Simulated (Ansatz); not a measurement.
CH4AlFN2, SMILES `N=[C](N)[AlH][F]`. Total charge 0; spin multiplicity 1. The structure was optimised at the PBE0-D4/def2-TZVP level. It is one conformer, not always the lowest.

```xyz
9

N    -1.029   -1.235    0.386
C    -0.227   -0.235    0.355
N     0.126    0.368    1.531
Al    0.402    0.475   -1.372
F    -0.218   -0.338   -2.666
H    -1.251   -1.563   -0.549
H     0.930    0.966    1.571
H    -0.137   -0.102    2.386
H     1.403    1.665   -1.641
```

(1) What is the dipole moment at PBE/def2-TZVPP? (An estimate is asked.)

(2) And with r2SCAN, B3LYP, ωB97M-V? (An estimate is asked.)

(3) Give the Mulliken charges with PBE, B3LYP, r2SCAN in def2-TZVPP. (Estimate.)

Results:

(1) Computed: 3.01 D, with components (2.06, 1.87, 1.14) D in this frame, pointing from negative to positive charge.

(2) Computed: r2SCAN 3.09 D, B3LYP 3.16 D, ωB97M-V 3.17 D.

(3) Ansatz gave: 
| atom | PBE | B3LYP | r2SCAN |
| --- | --- | --- | --- |
| N1 | -0.27 | -0.29 | -0.36 |
| C2 | -0.05 | -0.02 | 0.01 |
| N3 | -0.25 | -0.26 | -0.31 |
| Al4 | 0.50 | 0.59 | 0.65 |
| F5 | -0.31 | -0.35 | -0.36 |
| H6 | 0.16 | 0.15 | 0.16 |
| H7 | 0.17 | 0.15 | 0.17 |
| H8 | 0.16 | 0.15 | 0.17 |
| H9 | -0.10 | -0.11 | -0.13 |

B3LYP here is the variant with VWN-RPA as its local correlation; programs differ in this.
